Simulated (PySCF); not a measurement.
**Radial density of Pt⁵⁷⁺ (platinum, charge +57)**

revPBE, [Ar] 3d3, high-spin 4F determinant. Calculation: PySCF 2.14, in an uncontracted even-tempered set (16 s from 15 bohr⁻², ratio 2.5; 10 p from 19 bohr⁻², ratio 2.5; 7 d from 19 bohr⁻², ratio 2.5; 4 f from 70 bohr⁻², ratio 2.7; 3 g from 100 bohr⁻², ratio 2.7); no relativity, point nucleus.

| r (bohr) | 4πr²ρ (e/bohr) | 4πr²(ρα − ρβ) |
| --- | --- | --- |
| 0.000343 | 0.4760 | 0.0000 |
| 0.000577 | 1.298 | 0.0000 |
| 0.000970 | 3.455 | -0.0001 |
| 0.00163 | 8.817 | -0.0003 |
| 0.00274 | 20.97 | -0.0007 |
| 0.00462 | 44.36 | -0.0014 |
| 0.00776 | 77.29 | -0.0022 |
| 0.0131 | 99.57 | 0.0018 |
| 0.0220 | 92.85 | 0.0704 |
| 0.0369 | 105.4 | 0.8060 |
| 0.0621 | 126.3 | 5.5464 |
| 0.105 | 70.52 | 17.7474 |
| 0.176 | 73.84 | 16.5351 |
| 0.296 | 13.31 | 2.0268 |
| 0.497 | 0.1141 | 0.0150 |

A non-relativistic calculation at this Z misses sizeable relativistic shifts. Spin-orbit coupling is strong in this species (close to jj coupling), so the high-spin LS determinant is a model state, not a physical level.

Where is the radial spin density 4πr²(ρα − ρβ) most negative, and why is it negative at all?

Around r = 0.00776 bohr, down to -0.0022 e/bohr: exchange with the open shell polarises the paired shells in an unrestricted calculation.
